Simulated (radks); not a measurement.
Problem. Successive ionisation energies (eV) of one element, from differences of total energies of ions in their ground configurations, starting at charge 0: 12.665, 21.234, 30.118, 43.863, 54.485, 65.122, 91.694, 106.09, 180.67, 204.94, 229.81, 255.21, 281.04, 317.96, 346.08, 374.69, 403.75, 433.16, 557.06, 587.96, 618.17, 661.65. All-electron calculation, scalar-relativistic Kohn-Sham, r2SCAN, spin-polarised, spherical densities, finite nucleus; open shells are filled with parallel spins first (spin-orbit coupling, left out, can overturn this in heavy ions); meta-GGA in the generalised Kohn-Sham scheme; Fermi nuclear charge, rms radius 4.7859 fm. Program: a radial shooting solver on a logarithmic mesh with Libxc functionals. Which element is it?

Solution. Xenon (Z = 54). The first species listed is Xe in [Xe], the last Xe21+ in [Ar] 3d10 4s2 4p3.
